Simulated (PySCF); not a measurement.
Low-lying terms of In³⁺ (indium, charge +3)

Ground state [Kr] 4d10, ¹S. All numbers are calculated (PySCF 2.14, the spin-free X2C one-electron Hamiltonian (Gaussian nucleus), in x2c-TZVPall with one added diffuse shell each of s, p, d, f type (9s7p5d3f, 76 functions)). Vertical excitation energies in eV without spin-orbit coupling; excited terms of each kind are numbered among those the solver found. Frozen: [Kr].

```
 term  leading excitation  EOM-EE-CCSD
 1 3D              4d → s       16.403
 1 1D              4d → s       17.011
1 3P°              4d → p       24.566
1 3F°              4d → p       24.996
1 1F°              4d → p       25.302
1 1D°              4d → p       25.756
1 3D°              4d → p       25.788
1 1P°              4d → p       25.830
 2 1D              4d → d       36.582
 2 3D              4d → s       37.171
```

The spin-orbit splitting of the hole, absent here, rivals or exceeds the spacing of these terms, so the LS terms are model states.

The solver can miss terms.
